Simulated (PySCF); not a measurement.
Job file and geometry (Å, from GFN2-xTB) of an NMR shielding run on `InChI=1S/C4H8O2SSi2/c5-1-4(2-6)7-9-3-8/h1H,3,9H2,8H3`, PySCF, GIAO PBE0/pcSseg-1 NMR shielding, non-relativistic, gas phase; density fitting, a coarse starting grid and PySCF grid level 2 are the driver's defaults:

```
$ OMP_NUM_THREADS=1 python probes_run.py task.json out

{"job": {"kind": "nmr", "xc": "PBE0", "basis": "pcSseg-1"}, "charge": 0, "multiplicity": 1}
O     -4.732224    -1.669420     0.702307
C     -3.716496    -1.204750     0.415229
C     -2.528701    -0.740451     0.101575
C     -2.206482     0.596061    -0.277505
O     -1.083806     0.961901    -0.569756
S     -1.226615    -1.971595     0.154259
Si     0.518214    -0.824451    -0.569443
C      1.335489     0.262736     0.743367
Si     2.885783     1.118712     0.066067
H     -3.049318     1.301700    -0.291996
H      1.344730    -2.046899    -0.630350
H      0.319524    -0.438825    -1.958069
H      0.654112     1.021195     1.123685
H      1.619115    -0.360865     1.591595
H      2.516339     2.035089    -1.010043
H      3.807737     0.107211    -0.450598
H      3.535602     1.864682     1.148690
```

**Question.** What does the program print?

**Answer.** 
```
coarse grid: 16352 points
cycle   1  E = -1283.7681210171  dE =  1.351e+00  |g| = 9.900e-01  |ddm| = 4.085e+00
cycle   2  E = -1282.7976078992  dE =  9.705e-01  |g| = 2.387e+00  |ddm| = 3.733e+00
cycle   3  E = -1283.9527953521  dE = -1.155e+00  |g| = 2.700e-01  |ddm| = 3.105e+00
cycle   4  E = -1283.9630104939  dE = -1.022e-02  |g| = 1.939e-01  |ddm| = 4.707e-01
cycle   5  E = -1283.9697353570  dE = -6.725e-03  |g| = 7.104e-02  |ddm| = 1.957e-01
cycle   6  E = -1283.9707709422  dE = -1.036e-03  |g| = 1.413e-02  |ddm| = 6.454e-02
cycle   7  E = -1283.9708201415  dE = -4.920e-05  |g| = 3.981e-03  |ddm| = 2.163e-02
cycle   8  E = -1283.9708232788  dE = -3.137e-06  |g| = 1.641e-03  |ddm| = 6.220e-03
final grid: 145824 points
cycle   9  E = -1284.0463540954  dE =  3.931e-06  |g| = 1.535e-02  |ddm| = 2.672e-02
cycle  10  E = -1284.0461955756  dE =  1.585e-04  |g| = 3.280e-02  |ddm| = 3.732e-02
cycle  11  E = -1284.0463965415  dE = -2.010e-04  |g| = 2.414e-03  |ddm| = 2.744e-02
cycle  12  E = -1284.0463979614  dE = -1.420e-06  |g| = 3.265e-04  |ddm| = 2.696e-03
cycle  13  E = -1284.0463979785  dE = -1.715e-08  |g| = 1.997e-04  |ddm| = 4.711e-04
cycle  14  E = -1284.0463979869  dE = -8.389e-09  |g| = 5.480e-05  |ddm| = 2.556e-04
cycle  15  E = -1284.0463979875  dE = -5.755e-10  |g| = 1.377e-05  |ddm| = 5.103e-05
converged SCF energy = -1284.0463979875

GIAO shielding tensors (ppm)
atom      isotropic    diamagn.    paramagn.     s11        s22        s33       span
  0 O      -74.266     400.519    -474.785   -216.292    -85.008     78.502    294.793
  1 C      -12.431     260.828    -273.259    -97.206    -55.591    115.503    212.709
  2 C      136.248     265.348    -129.100    101.989    145.023    161.733     59.744
  3 C        0.870     239.766    -238.896    -90.295    -17.265    110.169    200.464
  4 O     -228.858     404.211    -633.069   -731.523   -329.869    374.818   1106.341
  5 S      625.446    1058.055    -432.609    486.430    536.334    853.576    367.145
  6 Si     384.621     876.829    -492.208    293.392    408.736    451.734    158.343
  7 C      184.222     258.909     -74.687    169.815    186.876    195.976     26.161
  8 Si     429.054     878.227    -449.174    404.535    413.831    468.795     64.260
  9 H       22.123      26.996      -4.873     19.389     20.819     26.162      6.773
 10 H       26.958      29.087      -2.129     22.158     26.578     32.137      9.978
 11 H       26.149      28.605      -2.455     22.637     24.951     30.859      8.222
 12 H       31.331      33.586      -2.255     26.480     30.477     37.035     10.555
 13 H       31.292      31.449      -0.157     26.242     29.904     37.729     11.487
 14 H       27.671      27.862      -0.191     23.965     26.266     32.783      8.818
 15 H       27.797      27.594       0.203     24.195     26.217     32.978      8.783
 16 H       27.586      27.267       0.319     23.909     25.222     33.629      9.720
```

**Question.** Turn these shieldings into chemical shifts. Referencing at the same level of theory: $^{17}$O (σref 336.08) vs H2O; $^{13}$C (σref 186.93) and $^{29}$Si (σref 349.16) and $^{1}$H (σref 31.72) vs TMS; CS2 for $^{33}$S (σref 503.73).

**Answer.** Averaging equivalent atoms: O 4: 564.9; O 0: 410.3; C 1: 199.4; C 3: 186.1; C 2: 50.7; C 7: 2.7; S 5: -122; Si 6: -35.5; Si 8: -79.9; H 9: 9.59; H 10/11: 5.16; H 14/15/16: 4.03; H 12/13: 0.41 ppm. Unscaled 17O shifts of doubly bonded oxygen tend to come out too high, by tens of ppm or more. Experimental scales use liquid or dissolved standards, which lie at an offset from isolated H2O (liquid H2O: subtract about 36 ppm).

Size and cost of the density-fitted run: 214 basis functions, 62 s wall time on 1 thread of an Arm Neoverse V1, shared host; peak memory 0.96 GiB.
